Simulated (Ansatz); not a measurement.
`OB(O)Cl`, relaxed with RKS PBE-D4/def2-SVP in Ansatz from a rough embedded geometry. The force threshold is 0.03 eV/Å; the program also tests the step.

The species carries charge 0 and has multiplicity 1.

Start:

```xyz
6

O     0.309   -0.404   -1.212
B     0.146    0.169    0.070
O    -0.888   -0.339    0.915
Cl    1.141    1.517    0.656
H    -0.230    0.147   -1.863
H    -0.477   -1.091    1.434
```

| step | energy (eV) | largest force (eV/Å) | largest move (Å) |
| --- | --- | --- | --- |
| 1 | -17310.7363 | 1.802 | 0.000 |
| 2 | -17310.8555 | 1.121 | 0.065 |
| 3 | -17310.9824 | 0.695 | 0.126 |
| 4 | -17311.0819 | 2.170 | 0.195 |
| 5 | -17311.5029 | 0.492 | 0.200 |
| 6 | -17311.7055 | 0.645 | 0.200 |
| 7 | -17311.7684 | 0.078 | 0.157 |
| 8 | -17311.7697 | 0.012 | 0.016 |

End:

```xyz
6

O    -0.114   -0.395   -1.067
B     0.085    0.180    0.157
O    -0.377   -0.403    1.294
Cl    0.964    1.728    0.309
H     0.274    0.132   -1.787
H    -0.832   -1.242    1.093
```

Run time 27 s (2 threads of a server CPU on a shared host); peak host memory 0.15 GiB.
